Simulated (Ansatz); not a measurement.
Born–Oppenheimer molecular dynamics of CH₆OSn (9 atoms, charge 0, multiplicity 1). It goes on from the last frame of an earlier run, with new velocities.

Theory: RKS B3LYP-D4/def2-SVP (Ansatz 0.2.0).

```json
{
 "ensemble": "NVT, Nosé–Hoover chain",
 "time step": "1 fs",
 "steps asked": "250",
 "set temperature": "2000 K",
 "thermostat": "time constant 300 fs, chain length 3",
 "seed": "608489"
}
```

Frames 10 fs apart, positions in Å.

Velocities at 130 fs (Å/ps):

```
Sn 0.57 0.06 1.83
H 15.40 -20.66 -1.49
H 38.46 -24.93 -11.06
O -5.41 3.29 -6.33
H 4.66 23.51 -7.65
C 1.74 -3.98 -4.51
H -55.36 36.59 -19.91
H 17.00 -38.32 7.94
H -21.92 12.17 -28.64
```

```xyz
9
Properties=species:S:1:pos:R:3 time_fs=130 energy_less_start_eV=1.276 T=794
Sn 0.125 -0.209 0.090
H -0.409 -0.553 1.801
H 1.681 0.149 -0.116
O -1.013 1.333 -0.680
H -1.238 2.215 0.063
C -0.549 -1.826 -1.148
H 0.298 -2.674 -1.065
H -1.491 -2.379 -1.144
H -0.578 -1.079 -2.050
9
Properties=species:S:1:pos:R:3 time_fs=140 energy_less_start_eV=1.219 T=883
Sn 0.126 -0.207 0.110
H -0.143 -0.581 1.702
H 1.946 -0.054 -0.203
O -1.050 1.342 -0.725
H -1.038 2.316 -0.071
C -0.564 -1.814 -1.220
H 0.401 -2.602 -1.494
H -1.426 -2.362 -0.820
H -0.745 -1.524 -2.328
9
Properties=species:S:1:pos:R:3 time_fs=150 energy_less_start_eV=1.123 T=993
Sn 0.121 -0.203 0.115
H -0.041 -0.450 1.880
H 1.796 -0.028 -0.182
O -1.030 1.296 -0.720
H -0.768 2.279 -0.216
C -0.553 -1.815 -1.324
H 0.481 -2.562 -1.389
H -1.198 -2.277 -0.590
H -1.178 -1.591 -2.218
9
Properties=species:S:1:pos:R:3 time_fs=160 energy_less_start_eV=0.374 T=1799
Sn 0.111 -0.199 0.107
H -0.183 -0.259 1.788
H 1.839 0.240 -0.130
O -0.969 1.233 -0.670
H -0.621 2.201 -0.432
C -0.548 -1.806 -1.264
H 0.386 -2.493 -1.782
H -1.091 -2.550 -0.722
H -1.149 -1.349 -2.031
9
Properties=species:S:1:pos:R:3 time_fs=170 energy_less_start_eV=0.449 T=1671
Sn 0.108 -0.202 0.096
H -0.416 -0.259 1.754
H 1.754 0.478 -0.008
O -0.942 1.225 -0.643
H -0.548 2.071 -0.615
C -0.518 -1.821 -1.165
H 0.240 -1.984 -2.014
H -1.147 -2.623 -0.922
H -1.087 -1.152 -1.715
9
Properties=species:S:1:pos:R:3 time_fs=180 energy_less_start_eV=0.869 T=1320
Sn 0.114 -0.214 0.095
H -0.559 -0.446 1.713
H 1.694 0.375 0.074
O -0.982 1.295 -0.674
H -0.493 1.972 -0.750
C -0.516 -1.755 -1.159
H 0.274 -1.974 -1.858
H -0.865 -2.697 -0.817
H -1.323 -1.233 -1.439
9
Properties=species:S:1:pos:R:3 time_fs=190 energy_less_start_eV=1.163 T=1058
Sn 0.118 -0.221 0.106
H -0.473 -0.569 1.631
H 1.944 0.159 0.161
O -1.020 1.368 -0.713
H -0.500 1.987 -0.890
C -0.540 -1.741 -1.192
H 0.066 -1.849 -2.015
H -0.422 -2.543 -0.463
H -1.458 -1.654 -1.706
9
Properties=species:S:1:pos:R:3 time_fs=200 energy_less_start_eV=0.699 T=1475
Sn 0.116 -0.214 0.111
H -0.389 -0.616 1.802
H 1.715 -0.094 0.149
O -1.001 1.393 -0.711
H -0.527 2.094 -1.002
C -0.537 -1.790 -1.260
H 0.105 -1.829 -2.036
H -0.246 -2.727 -0.642
H -1.645 -2.004 -1.410
9
Properties=species:S:1:pos:R:3 time_fs=210 energy_less_start_eV=0.461 T=1804
Sn 0.099 -0.201 0.110
H -0.349 -0.387 1.683
H 2.009 -0.110 -0.003
O -0.935 1.360 -0.663
H -0.402 2.138 -0.994
C -0.480 -1.904 -1.256
H -0.223 -1.658 -2.248
H -0.071 -2.974 -0.981
H -1.695 -1.785 -1.285
9
Properties=species:S:1:pos:R:3 time_fs=220 energy_less_start_eV=1.244 T=1020
Sn 0.088 -0.195 0.100
H -0.470 -0.133 1.814
H 1.636 0.124 -0.101
O -0.864 1.317 -0.606
H -0.130 2.075 -0.917
C -0.432 -1.926 -1.248
H -0.394 -1.513 -2.209
H -0.037 -3.060 -1.159
H -1.708 -2.011 -1.006
9
Properties=species:S:1:pos:R:3 time_fs=230 energy_less_start_eV=1.385 T=900
Sn 0.080 -0.207 0.093
H -0.445 -0.187 1.688
H 1.860 0.463 -0.124
O -0.840 1.359 -0.599
H 0.017 2.076 -0.920
C -0.465 -1.877 -1.195
H -0.359 -1.554 -2.192
H 0.384 -2.756 -1.162
H -1.555 -2.412 -0.832
9
Properties=species:S:1:pos:R:3 time_fs=240 energy_less_start_eV=1.289 T=1022
Sn 0.080 -0.223 0.087
H -0.361 -0.508 1.774
H 1.632 0.244 0.037
O -0.854 1.467 -0.629
H -0.039 2.238 -1.017
C -0.433 -1.854 -1.130
H -0.725 -1.508 -2.089
H 0.609 -2.344 -0.967
H -1.400 -2.554 -0.892
```

Of the whole run (250 fs, mean temperature of the second half 1297 K): The conserved energy wandered by up to 20.7 meV per atom (net 8.2 meV per atom), which is poor conservation. The mean temperature of the second half is 35 % below the set value. A run of 0.25 ps of so small a system gives no equilibrium averages.

The run took 5.2 min on 2 threads of Intel(R) Xeon(R) 6975P-C (Granite Rapids), with other jobs on the host, peak memory 0.19 GiB.
